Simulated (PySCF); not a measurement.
Mg₂O, SMILES [Mg][O][Mg] (connectivity only; charge and spin as stated), neutral, multiplicity 1. Atoms are numbered in the order given.

```xyz
3

Mg     0.0000     0.0000     1.8001
O      0.0000     0.0000     0.0000
Mg     0.0000     0.0000    -1.8001
```

The structure is a stationary point at PBE0-D3(BJ)/def2-TZVP.

These are HF/def2-TZVPD (PySCF) values and carry that method's errors.

The molecule is in vacuum.

```yaml
total_energy: -474.08888 hartree
point_group: D∞h
highest_occupied_level: -4.81 eV
lowest_empty_level: -1.49 eV
orbital_gap: 3.32 eV
dipole_moment: 0.000 e·Å
quadrupole, principal values (traceless, Buckingham form, about the centre of nuclear charge): -2.85, -2.85, 5.71 D·Å
mean_static_polarisability: 317.5 bohr³ (47.05 Å³)
polarisability_principal_values: 154.9, 154.9, 642.8 bohr³
```
